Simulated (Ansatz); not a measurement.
Ideal-gas functions of `FB1CS1` at 400 K and 1 bar, from an Ansatz frequency run at PBE0-D4/def2-TZVP.

Molar mass 75.9 g/mol, point group Cs (symmetry number 1), electronic degeneracy 1, moments of inertia 37.439, 107.456, 141.561 u Å². Harmonic wavenumbers (cm⁻¹, unscaled): 360, 373, 526, 736, 862, 907, 932, 1046, 1431, 1563, 3121, 3199.

Use S(trans) = R[1.5 ln M + 2.5 ln T − 1.1517]; rotational temperatures θ = 24.2544 K / I; S(rot) = R[ln(√π/σ · √(T³/θAθBθC)) + 1.5]; for each mode x = 1.438777 ν̃/T, S = R[x/(eˣ − 1) − ln(1 − e⁻ˣ)] and H = RT x/(eˣ − 1); 1 cm⁻¹ = 0.0119627 kJ/mol; R = 8.31446 J/(mol·K).

Question: By hand: the entropy, in J/(mol·K).

Answer: Translation 169.0. Rotation: θ = 0.6478, 0.2257, 0.1713 K, giving 107.3. Vibration, mode by mode: 6.72, 6.47, 4.15, 2.29, 1.60, 1.40, 1.31, 0.94, 0.30, 0.20, 0.00, 0.00, in all 25.4. Electronic 0.0. Sum 301.7 J/(mol·K).

Question: By hand: H − E and G − E in kJ/mol, counted from the electronic energy.

Answer: Zero-point energy ½ × 15056 × 0.0119627 = 90.1; thermal vibration 6.8; translation, rotation and pV give 4 RT = 13.3. H − E = 110.2 kJ/mol, and G − E = 110.2 − 400 × 301.7/1000 = -10.5 kJ/mol.

Vibration gives 8 % of the entropy.
